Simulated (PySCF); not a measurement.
PBEsol on S (sulfur, neutral), [Ne] 3s1 3p4 3d1, one real determinant (an excited configuration). Computed with PySCF 2.14 in aug-cc-pCVQZ-DK, with scalar relativity by spin-free X2C-1e.

```
cycle= 1 E= -397.724938538315  delta_E= -0.0151  |g|= 0.0293  |ddm|= 1.15
cycle= 2 E= -397.725095978744  delta_E= -0.000157  |g|= 0.0113  |ddm|= 0.135
cycle= 3 E= -397.725178631158  delta_E= -8.27e-05  |g|= 0.00582  |ddm|= 0.0614
cycle= 4 E= -397.725193421646  delta_E= -1.48e-05  |g|= 0.000343  |ddm|= 0.025
cycle= 5 E= -397.725193469576  delta_E= -4.79e-08  |g|= 2.19e-05  |ddm|= 0.00212
cycle= 6 E= -397.725193469938  delta_E= -3.62e-10  |g|= 2.31e-06  |ddm|= 0.000175
converged SCF energy = -397.725193469938  <S^2> = 6.0040444  2S+1 = 5.0016175
```

Highest occupied orbital energy: 0.431 eV; ⟨L²⟩ = 8.02; populations by l: s 5.00, p 10.00, d 1.00, f 0.00.

(1) Can this result be used?

Results:

(1) Not for this state. Self-consistency was reached. ⟨L²⟩ = 8.02 against 12 for a pure F term, so this real determinant mixes terms. The outer electron is Rydberg-like, and this basis confines it to a smaller radius and binds it less than a complete one would. At PBEsol the highest occupied level has a positive energy, so only the finite basis holds that electron; for this excited configuration the basis is too tight for the outer shell.
